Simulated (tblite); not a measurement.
**Question.** Give a GFN2-xTB geometry of InChI=1S/C7H7O/c1-6(2)7-4-3-5-8-7/h3-5H,1-2H2. (Doublet state.)

**Answer.** 
```
atom  x, y, z in Å
C1    -1.8722   -0.2268    1.2405
C2    -1.1795    0.3703    0.2047
C3    -1.7524    1.3456   -0.5892
C4     0.1996   -0.0340   -0.0670
C5     1.0165   -0.9561    0.5363
C6     2.2468   -0.9159   -0.1569
C7     2.0946    0.0234   -1.1294
O8     0.8676    0.5594   -1.0837
H9    -2.8857    0.0617    1.4494
H10   -1.4313   -0.9839    1.8590
H11   -2.7634    1.6667   -0.4182
H12   -1.2061    1.8040   -1.3916
H13    0.7807   -1.5876    1.3677
H14    3.1188   -1.5044    0.0432
H15    2.7616    0.3856   -1.8868
```

Any rigid rotation of these coordinates is as good. Atoms count from 1 in this order. C3 (carbon bonded to C and 2 H) is planar (angles 121.3°, 120.6° and 118.0°, sum 360.0°, 0.00 Å off the plane of its three neighbours). Of the pairs four or more bonds apart, O8···H12 is among the closest relative to their van der Waals radii: 2.44 Å, 90 % of the sum of Bondi's values. C5 (carbon bonded to 2 C and H) is planar (angles 127.4°, 126.1° and 106.5°, sum 360.0°, 0.00 Å off the plane of its three neighbours). The 5-membered ring C4–C5–C6–C7–O8 has internal angles of 105.8° to 110.7°; it is planar, 0.00 Å rms from its mean plane, widest ring torsion 0°.

Bonds between heavy atoms (Å): C1–C2 1.382, C2=C3 1.382, C2–C4 1.463, C4–C5 1.372, C5–C6 1.413, C6–C7 1.361, C7–O8 1.340, C4–O8 1.353.

Structure optimised with GFN2-xTB, isolated species. This method treats the open shell by occupation alone, without spin polarisation.

Point group: Cs (every atom within 0.08 Å of its image). Its GFN2-xTB frequencies are all real (lowest 30 cm⁻¹). Torsions: H–C1–C2–C3 0° and 180°, C1–C2–C4–C5 0°.

One conformer stands for the species.

The numbers are calculated, not measured.
